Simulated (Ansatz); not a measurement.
Computed with frozen-core CCSD(T)/def2-TZVPP // PBE0-D4/def2-TZVP in Ansatz (an electronic-structure program).

Ansatz 0.2 input:
```yaml
crystal:
  periodic: [false, false, false]
  atoms:
    - { symbol: O, position_ang: [-1.698127, -1.117517, -0.372061] }
    - { symbol: B, position_ang: [-0.906627, -0.085978, 0.022228] }
    - { symbol: O, position_ang: [-1.541991, 0.994698, 0.532959] }
    - { symbol: Si, position_ang: [1.13069, -0.072804, -0.108894] }
    - { symbol: Cl, position_ang: [1.739491, 1.753202, 0.672472] }
    - { symbol: H, position_ang: [-1.229917, -1.872771, -0.728759] }
    - { symbol: H, position_ang: [-0.937944, 1.694775, 0.7985] }
    - { symbol: H, position_ang: [1.647866, -0.153937, -1.500283] }
    - { symbol: H, position_ang: [1.79656, -1.139671, 0.683841] }
basis:
  gaussian: { orbitals: def2-TZVPP }
correlation:
  method: ccsd_t
```

Output:

```
Functional definition: HF
1413 factors; integrals over basis functions are off by at most 1.1e-3 eV
mean field evaluation 1: about -25177.4036 eV, gradient 4.8e1 eV
mean field evaluation 2: about -25177.6507 eV, gradient 4.8e1 eV
mean field evaluation 4: about -25182.1563 eV, gradient 3.5e0 eV
mean field evaluation 8: about -25182.2203 eV, gradient 2.1e-1 eV
mean field evaluation 16: about -25177.4028 eV, gradient 4.8e1 eV
mean field -25182.22054208 eV, -925.4295357991 hartree, gradient 2.6e-6 eV, S^2 0.000000; 0 other end points of the search recorded, 0 dependent functions left out
13 core orbitals not correlated
reference -25182.22054208 eV, -925.4295357991 hartree; 15, 15 occupied and 205, 205 virtual orbitals, 1413 factors
second order -24.08836546 eV of doubles, -0.00000000 eV of singles
cycle   1  -24.52860648 eV  change   -4.4e-1 eV  update   1.1e-1
cycle   2  -25.07821980 eV  change   -5.5e-1 eV  update   3.1e-2
cycle   3  -25.21146575 eV  change   -1.3e-1 eV  update   1.7e-2
cycle   4  -25.19509688 eV  change    1.6e-2 eV  update   4.1e-3
cycle   5  -25.19298627 eV  change    2.1e-3 eV  update   1.8e-3
cycle   6  -25.19381761 eV  change   -8.3e-4 eV  update   5.5e-4
cycle   7  -25.19353372 eV  change    2.8e-4 eV  update   1.7e-4
cycle   8  -25.19346544 eV  change    6.8e-5 eV  update   5.3e-5
cycle   9  -25.19348812 eV  change   -2.3e-5 eV  update   1.9e-5
perturbative correction -0.97129169 eV, -0.0356943114 hartree
Total energy: -25208.38532189 eV, -926.3910737223 hartree
```

Cost: about 4 core-minutes (a rough figure).
